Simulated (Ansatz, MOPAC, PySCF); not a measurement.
Species: CH₂N, charge 0, multiplicity 2. SMILES: [CH][NH]
Geometry from a B3LYP-D3(BJ)/def2-TZVP (Ansatz, a quantum-chemistry and plane-wave program) optimisation:
```xyz
4

C      0.0330     0.0062    -0.6452
N     -0.0307    -0.0059     0.5805
H      0.9162     0.2940    -1.2272
H     -0.8993    -0.2899     1.0349
```
Charge 0, spin multiplicity 2.

Quantity: vertical ionisation energy to the singlet, in eV. Terms: dispersion terms only where a functional's name holds one; each state is the SCF solution reached for its charge and spin; 6-31G* and kin with 6d, 5d where marked; non-relativistic; frozen cores in correlated levels; 6-311+G** with 5d; open shells spin-unrestricted; spin-orbit terms left out. First-principles rows: single points at B3LYP-D3(BJ) geometries (Ansatz). Semi-empirical rows: differences of heats of formation at the shared geometry for vertical values. A UHF reference is markedly spin-contaminated in at least one set, which strains HF and MP2.

```
level               program  vertical ionisation energy to the singlet (eV)
------------------  -------  ----------------------------------------------
PM3                   MOPAC                                            8.90
HF/6-31G*            Ansatz                                            8.82
HF/6-311+G**         Ansatz                                            8.94
PBE/6-311+G**        Ansatz                                            8.80
B3LYP/6-31G*         Ansatz                                            8.82
MP2/6-311+G**        Ansatz                                            8.04
B3LYP/def2-TZVPD     Ansatz                                            9.03
M06-2X/def2-TZVPD     PySCF                                            8.93
wB97X-V/def2-TZVPD   Ansatz                                            8.95
```

No value to compare with is used here. The 6 habitual levels span 8.04 (MP2/6-311+G**) to 8.94 eV (HF/6-311+G**); B3LYP/def2-TZVPD gives 9.03.

The levels are drawn from those run, B3LYP/6-31G* more often than the rest, none by its result; left out are runs that failed, that the program found above a lower state of the same kind, or whose <S^2> lies over 0.5 above the pure value.
